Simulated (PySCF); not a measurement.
**Exercise with solution: oscillator strength and radiative lifetime**

C₅H₅FO, SMILES C1[C@@](C=O)(F)C=C1.

The structure is a stationary point at r2SCAN-D4/def2-SVP. The structure was generated by enumeration; whether it is a known compound was not checked. One conformer was computed; it need not be the lowest.

TDDFT-PBE/def2-SVPD run with PySCF puts the first singlet state with f over 0.02 at 5.70 eV (vertical), with the transition dipole (0.534, 0.027, -0.220) in atomic units.

Find the oscillator strength, the wavelength and the radiative lifetime that this transition would have in vacuum if emission retraced absorption.


|μ|² = 0.3343 au, so |μ| = 1.47 D. ΔE = 5.70/27.211 = 0.2095 hartree. f = (2/3) ΔE |μ|² = 0.047 (the program prints 0.047).
λ = 1239.84/5.70 = 218 nm; ν = 45974 cm⁻¹.
Einstein's coefficient A = 0.6670 ν² f s⁻¹ (ν in cm⁻¹) = 6.6e7 s⁻¹, so τ = 1/A = 15 ns. This state is S4; the lower singlets have f = 0.005, 0.004, 0.016. The figure is the radiative limit of this one transition; relaxation, internal conversion, crossing to triplets and a medium change what is measured.
